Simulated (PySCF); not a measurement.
BH6N3. Atoms are numbered in the order given.

```xyz
10

B      0.0007    -0.0008     0.0000
N      0.0334    -0.7151     1.2411
H     -0.1037    -0.2572     2.1318
H     -0.0811    -1.7180     1.2943
N     -0.0540     1.4337     0.0000
H      0.1383     1.9655     0.8389
H      0.1383     1.9655    -0.8389
N      0.0334    -0.7151    -1.2411
H     -0.1037    -0.2572    -2.1318
H     -0.0811    -1.7180    -1.2943
```
Charge 0, spin multiplicity 1.

Geometry optimised at B3LYP-D3(BJ)/def2-SVP. The values are those of a single conformer.

Level of theory: B3LYP-D3(BJ)/def2-SVP (PySCF).

Harmonic, unscaled wavenumbers; measured fundamentals usually lie a few per cent lower.

Task: List the normal modes with their intensities. (An estimate is asked for; the answer gives what the named calculation found.)

Result: 
```json
[
 {"mode": "1", "ν (cm⁻¹)": "62", "IR (km/mol)": "24.2", "moving atoms (share of kinetic energy)": "H 96 %"},
 {"mode": "2", "ν (cm⁻¹)": "114", "IR (km/mol)": "16.0", "moving atoms (share of kinetic energy)": "H 81 %, N 19 %"},
 {"mode": "3", "ν (cm⁻¹)": "238", "IR (km/mol)": "161.2", "moving atoms (share of kinetic energy)": "H 81 %, N 19 %"},
 {"mode": "4", "ν (cm⁻¹)": "306", "IR (km/mol)": "435.9", "moving atoms (share of kinetic energy)": "H 86 %, N 13 %"},
 {"mode": "5", "ν (cm⁻¹)": "385", "IR (km/mol)": "0.3", "moving atoms (share of kinetic energy)": "N 49 %, H 42 %, B 9 %"},
 {"mode": "6", "ν (cm⁻¹)": "385", "IR (km/mol)": "0.8", "moving atoms (share of kinetic energy)": "N 49 %, H 43 %, B 9 %"},
 {"mode": "7", "ν (cm⁻¹)": "457", "IR (km/mol)": "2.9", "moving atoms (share of kinetic energy)": "H 95 %"},
 {"mode": "8", "ν (cm⁻¹)": "474", "IR (km/mol)": "5.1", "moving atoms (share of kinetic energy)": "H 95 %"},
 {"mode": "9", "ν (cm⁻¹)": "612", "IR (km/mol)": "22.9", "moving atoms (share of kinetic energy)": "B 81 %, N 17 %"},
 {"mode": "10", "ν (cm⁻¹)": "820", "IR (km/mol)": "0.1", "moving atoms (share of kinetic energy)": "H 85 %, N 15 %"},
 {"mode": "11", "ν (cm⁻¹)": "845", "IR (km/mol)": "0.0", "moving atoms (share of kinetic energy)": "N 84 %, H 16 %"},
 {"mode": "12", "ν (cm⁻¹)": "915", "IR (km/mol)": "0.1", "moving atoms (share of kinetic energy)": "H 63 %, N 36 %"},
 {"mode": "13", "ν (cm⁻¹)": "921", "IR (km/mol)": "0.1", "moving atoms (share of kinetic energy)": "H 63 %, N 36 %"},
 {"mode": "14", "ν (cm⁻¹)": "1394", "IR (km/mol)": "177.5", "moving atoms (share of kinetic energy)": "B 61 %, H 29 %, N 10 %"},
 {"mode": "15", "ν (cm⁻¹)": "1399", "IR (km/mol)": "167.5", "moving atoms (share of kinetic energy)": "B 60 %, H 31 %, N 9 %"},
 {"mode": "16", "ν (cm⁻¹)": "1596", "IR (km/mol)": "237.7", "moving atoms (share of kinetic energy)": "H 68 %, N 20 %, B 12 %"},
 {"mode": "17", "ν (cm⁻¹)": "1598", "IR (km/mol)": "163.4", "moving atoms (share of kinetic energy)": "H 75 %, N 17 %"},
 {"mode": "18", "ν (cm⁻¹)": "1601", "IR (km/mol)": "56.1", "moving atoms (share of kinetic energy)": "H 84 %, N 14 %"},
 {"mode": "19", "ν (cm⁻¹)": "3607", "IR (km/mol)": "17.8", "moving atoms (share of kinetic energy)": "H 96 %"},
 {"mode": "20", "ν (cm⁻¹)": "3616", "IR (km/mol)": "28.6", "moving atoms (share of kinetic energy)": "H 96 %"},
 {"mode": "21", "ν (cm⁻¹)": "3618", "IR (km/mol)": "8.1", "moving atoms (share of kinetic energy)": "H 96 %"},
 {"mode": "22", "ν (cm⁻¹)": "3698", "IR (km/mol)": "10.4", "moving atoms (share of kinetic energy)": "H 91 %, N 9 %"},
 {"mode": "23", "ν (cm⁻¹)": "3712", "IR (km/mol)": "17.6", "moving atoms (share of kinetic energy)": "H 91 %, N 9 %"},
 {"mode": "24", "ν (cm⁻¹)": "3712", "IR (km/mol)": "5.9", "moving atoms (share of kinetic energy)": "H 91 %, N 9 %"}
]
```
